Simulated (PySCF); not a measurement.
Atom-mapped SMILES (the numbers label the heavy atoms): `[cH:1]1[cH:2][n:3]([CH:4]2[CH2:5][CH2:6][CH2:7]2)[n:8][n:9]1` (H(Xn): hydrogen on atom n). Ha(C5), Ha(C6), Ha(C7) are cis to N3 on the ring; Hb(C5), Hb(C6), Hb(C7) are trans to N3 on the ring.

[PySCF: geometry from GFN2-xTB; NMR shieldings at PBE0/pcSseg-1/GIAO; a single conformation; equivalent nuclei averaged; non-relativistic Hamiltonian; no solvent]

δ = σ(ref) − σ, references computed at the same level: TMS for 13C (186.93 ppm), 1H (31.72 ppm); 15N (267.73 ppm) against NH3.

```
        atoms  nucleus  count  Hirshfeld charge  δ (ppm)
           C6      13C      1             -0.07        ?
Ha(C5)/Ha(C7)       1H      2              0.04     3.24
        H(C1)       1H      1              0.06     7.66
           N3      15N      1              0.04    283.5
           N8      15N      1             -0.07        ?
           N9      15N      1             -0.15        ?
           C4      13C      1              0.03     54.0
       Hb(C6)       1H      1              0.04        ?
        H(C2)       1H      1              0.07     7.36
       Ha(C6)       1H      1              0.04     2.12
        H(C4)       1H      1              0.05     4.65
           C1      13C      1             -0.05        ?
Hb(C5)/Hb(C7)       1H      2              0.04     2.57
        C5/C7      13C      2             -0.07     32.9
           C2      13C      1             -0.03    129.5
```

Task: Estimate the values marked ?.

Result: 
- C1: 136.2 ppm, aromatic CH next to a ring nitrogen
- C6: 14.5 ppm, sp3 CH2 in a ring; a saturated carbon with 2 carbon neighbours and no heteroatom attached
- Hb(C6): 1.93 ppm, hydrogen on an sp3 CH2 in a ring; far from electronegative atoms and π systems
- N8: 395.0 ppm, pyridine-type nitrogen of an azole
- N9: 393.0 ppm, pyridine-type nitrogen of an azole

Shifts are as computed. Against solution values, carbons near 30 ppm lie about +3 ppm off and those near 130 ppm about +5 ppm. Of 1211 compounds with measured shifts, 218 miss one by over three times the rms of a fit or turn the order of signals round; such compounds aren't used in these exercises. Experimental scales use liquid or dissolved standards, which lie at an offset from isolated NH3 (liquid NH3: subtract about 20 ppm). Unscaled 15N shifts of sp2 nitrogen come out 20 to 40 ppm too high even then.
